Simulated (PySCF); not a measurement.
Correlation energy of P⁺ (phosphorus, charge +1)

[Ne] 3s1 3p3, high-spin 5S determinant (an excited configuration). Calculation: PySCF 2.14, in aug-cc-pwCVTZ; the non-relativistic Hamiltonian (point nucleus). Frozen: [Ne]; 4 electrons correlated.

```csv
level,correlation energy (mhartree)
CCSD,-32.23
(T),-0.47
CCSD(T),-32.70
```

Diagnostics: T1 = 0.0014, D1 = 0.0036, largest double amplitude 0.038.

Cost of the coupled-cluster step: of the order of 4 core-seconds, for 4 correlated electrons.
